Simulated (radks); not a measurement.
Excited configurations of La+: one electron is placed in a higher orbital outside [Xe] 5d1. The ground configuration is [Xe] 5d2. Calculated with a radial shooting solver on a logarithmic mesh with Libxc functionals: scalar-relativistic Kohn-Sham, LDA (Slater exchange, Perdew-Wang correlation), spin-polarised, spherical densities, point nucleus; open shells are filled with parallel spins first (spin-orbit coupling, left out, can overturn this in heavy ions). Excitation = E - E(ground); binding = E(ion) - E, where the ion is the core of charge +2; n* = 2/sqrt(2 binding) in atomic units, and the quantum defect is n - n*.

outer orbital,excitation (eV),binding (eV),n*,quantum defect,eigenvalue (eV),<r> (bohr)
4f,0.904,10.426,2.285,1.715,-4.155,1.476
5f,7.636,3.695,3.838,1.162,-2.611,8.091
6p,3.013,8.318,2.558,3.442,-6.369,4.864
6d,6.472,4.858,3.347,2.653,-3.683,7.403
6f,8.847,2.483,4.682,1.318,-1.887,14.11
7s,5.972,5.358,3.187,3.813,-4.291,8.042
7p,6.995,4.335,3.543,3.457,-3.442,9.505
7d,8.375,2.956,4.291,2.709,-2.327,13.12
7f,9.575,1.756,5.568,1.432,-1.384,21.55

The Delta-SCF ionisation energy is 11.330 eV (NIST Atomic Spectra Database: 11.185 eV, measured). Self-interaction in the functional shifts the binding energies and quantum defects, so they are the method's values and not measured ones. Open shells are spherical and high-spin; term and fine-structure splittings are not resolved. Spin-orbit splitting is averaged out at the scalar-relativistic level.
